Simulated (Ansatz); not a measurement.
BiF₃. Charge 0, multiplicity 1. Geometry relaxed at PBE-D4/def2-TZVP.

```xyz
4

Bi    0.310   -0.400    0.584
F    -1.628    0.161    0.634
F     0.269   -1.166   -1.283
F     1.049    1.406    0.065
```

In the def2 sets Bi takes a core potential; there is no spin–orbit coupling.

(1) Estimate the harmonic wavenumbers at RKS PBE-D4/def2-TZVP (Ansatz, unscaled). Is this a minimum?

Answers

(1) 158, 158, 177, 549, 549, 571 cm⁻¹. Yes, no mode is imaginary beyond noise. Zero-point energy 12.9 kJ/mol. Run time 14 s (4 threads of AMD EPYC 7R43 on a shared host).
